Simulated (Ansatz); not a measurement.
Relaxation of ClF$_{5}$H$_{3}$PW (11 atoms, charge 0, multiplicity 1), to a largest force component of 0.03 eV/Å in at most 50 steps.

Theory: RHF/def2-SVP (Ansatz).

```xyz
11
Properties=species:S:1:pos:R:3:forces:R:3
W -0.034 0.188 -0.356 -2.78 -1.10 -1.83
Cl -0.559 0.807 3.146 1.32 -0.50 -0.03
F 2.089 0.438 -0.728 -0.01 0.01 0.02
F -0.288 2.010 -0.558 -0.01 -0.03 -0.01
F -1.782 -0.041 0.282 0.02 0.00 0.01
F 0.562 -1.381 0.412 -0.01 -0.01 0.02
F 0.129 -0.164 -2.186 0.01 0.01 0.01
P 2.053 1.013 0.861 2.95 1.18 1.35
H 3.461 1.199 0.858 -0.01 0.01 0.01
H 1.763 2.354 0.574 0.01 -0.03 0.03
H 0.667 0.338 2.990 -1.48 0.46 0.41
```

**Question.** Where does it end, and by what steps?

**Answer.** The run converged. The force dipped under the threshold on the way, but the program's further checks kept it going. After 44 steps the energy has fallen by 1.845 eV; H10 moved furthest, 1.66 Å. Parted: W1–P8 (2.55 → 4.21 Å).

```csv
step,energy less start (eV),largest force component (eV/Å),accepted
0,0.0000,2.948,yes
2,-1.2442,1.660,yes
4,-1.5340,1.010,yes
6,-1.7174,0.479,yes
8,-1.7001,1.924,no
10,-1.7771,0.512,yes
12,-1.7909,0.119,yes
14,-1.7908,0.300,no
16,-1.8009,0.172,yes
18,-1.8088,0.298,yes
20,-1.8132,0.142,yes
22,-1.8171,0.261,yes
24,-1.8215,0.095,yes
26,-1.8166,0.463,no
28,-1.8249,0.030,yes
30,-1.8267,0.224,yes
32,-1.8287,0.212,yes
34,-1.8299,0.276,no
36,-1.8339,0.149,yes
38,-1.8375,0.181,yes
40,-1.8416,0.111,yes
42,-1.8442,0.045,yes
44,-1.8449,0.017,yes
```

```xyz
11
Properties=species:S:1:pos:R:3
W -0.770 0.004 -0.717
Cl 0.901 0.370 3.769
F 1.380 1.376 0.414
F -0.760 1.340 -1.979
F -2.605 -0.133 -0.731
F -0.663 -0.751 0.975
F 0.864 -0.686 -1.252
P 2.987 1.242 0.718
H 3.424 1.958 -0.417
H 3.082 2.348 1.584
H 0.223 -0.310 2.929
```

Whether the end is a true minimum wasn't checked by a vibrational analysis.

Time of the run: 2.3 min on 4 threads of Arm Neoverse V1, on a shared host, peak memory 0.5 GiB.
